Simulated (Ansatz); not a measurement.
## Which method gave which barrier?

Saddle point of BNH$_{4}$OF$_{2}$, singlet (BNH₂F₂ ([NH2][B]([F])[F]) + H₂O → BHOF₂ ([OH][B]([F])[F]) + NH₃ (still joined by a long B–N bond); bonds formed: B1–O6, N2–H5; bonds broken: H5–O6; bonds weakened to dative contacts: B1–N2), PBE0-D4/def2-TZVP structure:

```
9
angstrom
B -0.4143 0.4212 -0.3313
N 1.0501 -0.0606 -0.1044
F -1.0242 -0.1826 -1.3926
F -0.6070 1.7537 -0.2180
H 0.2376 -0.5955 0.8645
O -0.8829 -0.3147 1.0139
H 1.7172 0.6525 0.1552
H 1.4339 -0.6500 -0.8293
H -1.5103 -1.0240 0.8420
```

Program: Ansatz 0.2.0. Basis: def2-TZVPP, with def2-QZVPP for the basis limit. Cores are frozen in the correlated methods. Extrapolation: Hartree–Fock as exp(−7.88 √X), correlation as X^−2.97. Four methods, as single points on the PBE0-D4 structures, gave these electronic barriers from the start structure: 9.0, 55.7, 67.2, 123.4 kJ/mol.

**Question.** The methods were, in alphabetical order, CCSD(T), HF, r2SCAN-D4, SPW92. Which gave which? (A judgement: the text doesn't fix the answer.)

**Answer.** Computed: SPW92 9.0; r2SCAN-D4 55.7; CCSD(T) 67.2; HF 123.4 kJ/mol. For comparison, CCSD(T) at an estimated basis limit (MP2 extrapolated from triple and quadruple zeta, plus CCSD(T) − MP2 in triple zeta) gives 70.5 kJ/mol.

No T1 diagnostic of these runs exceeds 0.011.

The step is the kind of ligand exchange by which a precursor binds to a hydroxyl group, or is hydrolysed, in atomic layer deposition of oxides.

Labels in which every atom is bracketed show which atoms are joined, not bond orders.

For scale, one of the runs: CCSD(T)/def2-TZVPP, 211 basis functions, launched by `ansatz run in.yaml --threads 4 --pin off --events-out ev --progress --plain --max-ram 9574MiB`. Time: 2.2 min of wall clock on 4 CPU threads of an AMD EPYC; the host was shared. Peak host memory: 3.4 GiB.
